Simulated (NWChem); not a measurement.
System: CsF; SMILES [F][Cs]

Input file for NWChem:

```
start job
memory heap 200 mb stack 900 mb global 1100 mb
geometry units angstroms noautosym nocenter noautoz
  Cs     0.000000     0.000000    -0.361050
  F      0.000000     0.000000     2.019376
end
basis spherical
  * library def2-tzvp
end
ecp
  Cs library def2-ecp
end
dft
  xc xpbe96 cpbe96
  iterations 150
  vectors input atomic output neutral.movecs
end
task dft energy
charge 1
dft
  odft
  mult 2
  vectors input atomic output cation.movecs
end
task dft energy
```

NWChem printed, in part:

```
             Northwest Computational Chemistry Package (NWChem) 7.3.0
             --------------------------------------------------------

                             Geometry "geometry" -> ""
                             -------------------------

 Output coordinates in angstroms (scale by  1.889725989 to convert to a.u.)

  No.       Tag          Charge          X              Y              Z
 ---- ---------------- ---------- -------------- -------------- --------------
    1 Cs                  55.0000     0.00000000     0.00000000    -0.36105000
    2 F                    9.0000     0.00000000     0.00000000     2.01937600

 Effective nuclear repulsion energy (a.u.)     110.0402777716

 Summary of "ao basis" -> "ao basis" (spherical)
 ------------------------------------------------------------------------------
       Tag                 Description            Shells   Functions and Types
 ---------------- ------------------------------  ------  ---------------------
 Cs                        def2-tzvp                11       29   5s3p3d
 F                         def2-tzvp                11       31   5s3p2d1f

            General Information
            -------------------
          SCF calculation type: DFT
          Wavefunction type:  closed shell.
          No. of atoms     :     2
          No. of electrons :    18
           Alpha electrons :     9
            Beta electrons :     9
          Charge           :     0
          Spin multiplicity:     1
          Use of symmetry is: off; symmetry adaption is: off
          Maximum number of iterations: 150
          AO basis - number of functions:    60
                     number of shells:    22
          Convergence on energy requested:  1.00D-06
          Convergence on density requested:  1.00D-05
          Convergence on gradient requested:  5.00D-04

              XC Information
              --------------
          PerdewBurkeErnzerhof Exchange Functional  1.000
            Perdew 1991 LDA Correlation Functional  1.000 local
           PerdewBurkeErnz. Correlation Functional  1.000 non-local

             Grid Information
             ----------------
          Grid used for XC integration:  medium
          Radial quadrature: Mura-Knowles
          Angular quadrature: Lebedev.
          Tag              B.-S. Rad. Rad. Pts. Rad. Cut. Ang. Pts.
          ---              ---------- --------- --------- ---------
          Cs                  2.60      123          14.0       590
          F                   0.50       49          10.0       434
          Grid pruning is: on
          Number of quadrature shells:   172
          Spatial weights used:  Erf1

      Superposition of Atomic Density Guess
      -------------------------------------

 Sum of atomic energies:        -122.02575117

      Non-variational initial energy
      ------------------------------

 Total energy =    -118.986674
 1-e energy   =    -207.691031
 2-e energy   =      70.697766
 HOMO         =      -0.546047
 LUMO         =      -0.048711

   convergence    iter        energy       DeltaE   RMS-Dens  Diis-err
 ---------------- ----- ----------------- --------- --------- ---------
 d= 0,ls=0.0,diis     1   -119.8761253056 -1.38D+02  6.65D-02  1.09D+00
 d= 0,ls=0.5,diis     2   -108.1083122897  1.18D+01  1.66D-02  2.27D+01
 d= 0,ls=0.5,diis     3   -111.2469239978 -3.14D+00  2.21D-02  4.35D+01
 d= 0,ls=0.5,diis     4   -116.4471227907 -5.20D+00  1.67D-02  3.25D+01
 d= 0,ls=0.5,diis     5   -118.8105854319 -2.36D+00  1.60D-02  1.03D+01
 d= 0,ls=0.5,diis     6   -119.7880272051 -9.77D-01  1.06D-02  7.96D-01
 d= 0,ls=0.5,diis     7   -119.9481092858 -1.60D-01  5.67D-03  1.40D-01
  Resetting Diis
 d= 0,ls=0.5,diis     8   -119.9692956907 -2.12D-02  3.24D-03  2.40D-01
 d= 0,ls=0.5,diis     9   -119.9857803402 -1.65D-02  4.34D-03  1.53D-01
 d= 0,ls=0.5,diis    10   -119.9906296108 -4.85D-03  1.65D-03  2.09D-01
 d= 0,ls=0.5,diis    11   -120.0027968386 -1.22D-02  1.26D-03  3.75D-02
 d= 0,ls=0.5,diis    12   -120.0069544736 -4.16D-03  8.13D-04  5.01D-03
 d= 0,ls=0.5,diis    13   -120.0082614755 -1.31D-03  6.00D-04  1.34D-03
 d= 0,ls=0.5,diis    14   -120.0089246415 -6.63D-04  4.58D-04  6.94D-04
 d= 0,ls=0.5,diis    15   -120.0093048607 -3.80D-04  3.59D-04  4.92D-04
 d= 0,ls=0.5,diis    16   -120.0095424800 -2.38D-04  2.85D-04  3.24D-04
 d= 0,ls=0.5,diis    17   -120.0096918488 -1.49D-04  2.27D-04  2.02D-04
 d= 0,ls=0.5,diis    18   -120.0097858344 -9.40D-05  1.78D-04  1.11D-04
 d= 0,ls=0.5,diis    19   -120.0098426831 -5.68D-05  1.41D-04  6.91D-05
 d= 0,ls=0.5,diis    20   -120.0098779829 -3.53D-05  1.12D-04  4.36D-05
 d= 0,ls=0.5,diis    21   -120.0099000080 -2.20D-05  8.83D-05  2.74D-05
 d= 0,ls=0.5,diis    22   -120.0099136868 -1.37D-05  7.01D-05  1.78D-05
 d= 0,ls=0.5,diis    23   -120.0099222951 -8.61D-06  5.59D-05  1.13D-05
 d= 0,ls=0.5,diis    24   -120.0099277452 -5.45D-06  4.43D-05  6.91D-06
 d= 0,ls=0.5,diis    25   -120.0099311391 -3.39D-06  3.52D-05  4.46D-06
 d= 0,ls=0.5,diis    26   -120.0099332749 -2.14D-06  2.80D-05  2.92D-06
 d= 0,ls=0.5,diis    27   -120.0099346269 -1.35D-06  2.23D-05  1.89D-06
 d= 0,ls=0.5,diis    28   -120.0099354838 -8.57D-07  1.78D-05  1.21D-06
 d= 0,ls=0.5,diis    29   -120.0099360291 -5.45D-07  1.42D-05  7.55D-07
 d= 0,ls=0.5,diis    30   -120.0099363728 -3.44D-07  1.13D-05  4.79D-07
 d= 0,ls=0.5,diis    31   -120.0099365899 -2.17D-07  9.00D-06  3.09D-07

         Total DFT energy =     -120.009936727823
      One electron energy =     -210.733457953883
           Coulomb energy =       86.372947033032
    Exchange-Corr. energy =      -13.656016715059
 Nuclear repulsion energy =       18.006590908088

 Numeric. integr. density =       18.000001243497

                       DFT Final Molecular Orbital Analysis
                       ------------------------------------

 Vector    7  Occ=2.000000D+00  E=-1.803324D-01
              MO Center=  2.5D-08, -1.3D-08,  1.9D+00, r^2= 8.0D-01
   Bfn.  Coefficient  Atom+Function         Bfn.  Coefficient  Atom+Function
  ----- ------------  ---------------      ----- ------------  ---------------
    35      0.361611  2 F  px                36     -0.318630  2 F  py
    38      0.278644  2 F  px                39     -0.245524  2 F  py
    41      0.246110  2 F  px                42     -0.216857  2 F  py
     6     -0.063944  1 Cs px                23     -0.062299  1 Cs d  1
     7      0.056344  1 Cs py                21     -0.054894  1 Cs d -1

 Vector    8  Occ=2.000000D+00  E=-1.803324D-01
              MO Center= -2.7D-08, -2.0D-08,  1.9D+00, r^2= 8.0D-01
   Bfn.  Coefficient  Atom+Function         Bfn.  Coefficient  Atom+Function
  ----- ------------  ---------------      ----- ------------  ---------------
    36      0.361611  2 F  py                35      0.318630  2 F  px
    39      0.278644  2 F  py                38      0.245524  2 F  px
    42      0.246110  2 F  py                41      0.216857  2 F  px
     7     -0.063944  1 Cs py                21      0.062299  1 Cs d -1
     6     -0.056344  1 Cs px                23     -0.054894  1 Cs d  1

 Vector    9  Occ=2.000000D+00  E=-1.742984D-01
              MO Center=  9.5D-09, -1.8D-08,  1.8D+00, r^2= 1.5D+00
   Bfn.  Coefficient  Atom+Function         Bfn.  Coefficient  Atom+Function
  ----- ------------  ---------------      ----- ------------  ---------------
    37      0.477321  2 F  pz                40      0.369172  2 F  pz
    43      0.338938  2 F  pz                 8      0.222867  1 Cs pz
     2      0.183129  1 Cs s                 17     -0.122384  1 Cs d  0
    11      0.095616  1 Cs pz                 4     -0.078153  1 Cs s
     1     -0.073540  1 Cs s                 14      0.047578  1 Cs pz

 Vector   10  Occ=0.000000D+00  E=-4.746805D-02
              MO Center=  7.0D-08, -6.0D-07, -1.4D+00, r^2= 1.1D+01
   Bfn.  Coefficient  Atom+Function         Bfn.  Coefficient  Atom+Function
  ----- ------------  ---------------      ----- ------------  ---------------
     4      0.796939  1 Cs s                  2     -0.380167  1 Cs s
     5      0.283480  1 Cs s                 14     -0.279038  1 Cs pz
     3     -0.173257  1 Cs s                  1      0.153635  1 Cs s
     8      0.151456  1 Cs pz                22     -0.069488  1 Cs d  0
    11     -0.058524  1 Cs pz                17     -0.058497  1 Cs d  0

 Vector   11  Occ=0.000000D+00  E=-3.565484D-03
              MO Center=  1.0D-07, -4.8D-07, -1.7D+00, r^2= 1.8D+01
   Bfn.  Coefficient  Atom+Function         Bfn.  Coefficient  Atom+Function
  ----- ------------  ---------------      ----- ------------  ---------------
    12      0.891475  1 Cs px                28      0.266891  1 Cs d  1
     6     -0.220186  1 Cs px                23      0.201720  1 Cs d  1
    13      0.118562  1 Cs py                18      0.085443  1 Cs d  1
    26     -0.035495  1 Cs d -1               7     -0.029284  1 Cs py
     9      0.028715  1 Cs px                21     -0.026828  1 Cs d -1

 Vector   12  Occ=0.000000D+00  E=-3.565484D-03
              MO Center= -2.9D-08,  4.9D-07, -1.7D+00, r^2= 1.8D+01
   Bfn.  Coefficient  Atom+Function         Bfn.  Coefficient  Atom+Function
  ----- ------------  ---------------      ----- ------------  ---------------
    13      0.891475  1 Cs py                26     -0.266891  1 Cs d -1
     7     -0.220186  1 Cs py                21     -0.201720  1 Cs d -1
    12     -0.118562  1 Cs px                16     -0.085443  1 Cs d -1
    28     -0.035495  1 Cs d  1               6      0.029284  1 Cs px
    10      0.028715  1 Cs py                23     -0.026828  1 Cs d  1

     Multipole analysis of the density
     ---------------------------------

     L   x y z        total         alpha         beta         nuclear
     -   - - -        -----         -----         ----         -------
     0   0 0 0     -0.000000     -9.000000     -9.000000     18.000000

[...]
```

Level: PBE/def2-TZVP with def2 effective core potentials on Cs, vertical spin-unrestricted ions. Coordinates come from a PBE0-D3(BJ)/def2-TZVP optimisation. def2 effective core potentials on Cs; no spin-orbit coupling.
